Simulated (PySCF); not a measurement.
1-bromo-3-fluoropropa-1,2-diene (C₃H₂BrF), SMILES FC=C=CBr. Atoms are numbered in the order given.

```xyz
7

F     -3.1545     0.3517    -0.9321
C     -2.4035    -0.4426    -0.1635
C     -1.1131    -0.5954    -0.3366
C      0.1730    -0.7753    -0.4678
Br     1.4519     0.2920     0.4194
H     -2.9763    -0.9545     0.6177
H      0.6121    -1.5525    -1.1004
```
Charge 0, spin multiplicity 1.

The structure is a stationary point at ωB97X-D3(BJ)/def2-SVP.

Two levels are set side by side: PBE/pcSseg-1 (PySCF) and KT2/pcSseg-1 (PySCF). GIAO shifts against CFCl3 (¹⁹F), TMS (¹H), TMS (¹³C) at the same level; non-relativistic, no solvent, atoms listed together averaged. Without spin–orbit terms, shifts of atoms bonded to Cl or Br come out too high at both levels. Differences are taken from unrounded values.

| quantity | PBE |
|---|---|
| δ(¹⁹F) of F1 (ppm) | -159.7 |
| δ(¹³C) of C2 (ppm) | 142.6 |
| δ(¹³C) of C3 (ppm) | 209.9 |
| δ(¹³C) of C4 (ppm) | 110.9 |
| δ(¹H) of H6 (ppm) | 7.82 |
| δ(¹H) of H7 (ppm) | 7.06 |

Task: These are the PBE values. What does KT2 give? (An estimate is asked for; the answer gives what the named calculation found.)

Result: 
```csv
quantity,KT2,PBE minus KT2
δ(¹⁹F) of F1 (ppm),-169.7,10.0
δ(¹³C) of C2 (ppm),135.5,7.1
δ(¹³C) of C3 (ppm),198.7,11.2
δ(¹³C) of C4 (ppm),103.6,7.3
δ(¹H) of H6 (ppm),7.80,0.02
δ(¹H) of H7 (ppm),7.00,0.06
```

Rough cost on one machine, each run with all the roots and properties that it gave: KT2 against PBE within a factor of 2.
